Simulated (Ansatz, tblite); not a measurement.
Species of one formula, CuN₃F₃H₉⁻ (doublet), each relaxed with B3LYP-D4/def2-SVPD in Ansatz.

The xTB rows come from tblite. Correlated methods freeze 15 core orbitals.

Other spin states weren't relaxed.

A:

```xyz
16

Cu    0.943    0.667    0.060
F     1.845    0.379    1.708
F     0.881    1.138   -1.759
F    -0.673    1.421    0.732
N     1.569   -1.273   -0.436
N    -0.467   -1.378    1.817
N    -1.980    2.042   -1.854
H     1.567   -1.451   -1.435
H     0.864   -1.822    0.064
H     2.481   -1.435   -0.021
H    -1.011   -1.797    2.566
H    -0.976   -0.547    1.492
H     0.382   -0.971    2.225
H    -1.049    1.824   -2.223
H    -2.562    1.239   -2.094
H    -1.813    1.965   -0.843
```

B:

Cartesian coordinates in Å:
```
Cu 1.1980 0.6249 -0.7342
F 0.2673 1.5834 0.7048
F 2.7047 -0.0711 0.1183
F 0.4786 1.3754 -2.2838
N 0.0724 -1.2145 -0.7989
N -2.0608 0.9204 -0.9148
N 0.7585 -0.9125 2.1272
H 0.3212 -1.9364 -1.4665
H -0.8856 -0.8873 -0.9583
H 0.1549 -1.5634 0.1611
H -2.9316 1.4450 -0.9165
H -1.5042 1.2284 -1.7181
H -1.4963 1.2446 -0.1178
H 1.7087 -0.8622 1.7469
H 0.8292 -0.9969 3.1379
H 0.3850 0.0221 1.9126
```

**Question.** Estimate which lies lowest at each level, and how far above it the others are (kJ/mol).

**Answer.** 
```json
{"level": "GFN1-xTB", "A": "12.2", "B": "0.0"}
{"level": "GFN2-xTB", "A": "7.1", "B": "0.0"}
{"level": "HF/def2-SVPD", "A": "11.5", "B": "0.0"}
{"level": "PBE-D4/def2-TZVPD", "A": "3.9", "B": "0.0"}
{"level": "revPBE-D4/def2-TZVPD", "A": "4.5", "B": "0.0"}
{"level": "r2SCAN-D4/def2-TZVPD", "A": "3.5", "B": "0.0"}
{"level": "PBE0-D4/def2-TZVPD", "A": "7.7", "B": "0.0"}
{"level": "RPA@PBE/def2-SVPD", "A": "12.5", "B": "0.0"}
{"level": "MP2/def2-SVPD", "A": "14.9", "B": "0.0"}
```
Point groups (tolerance 0.1 Å): A not assigned, B Cs. A and B have the same bonds, so they are conformers or stereoisomers.
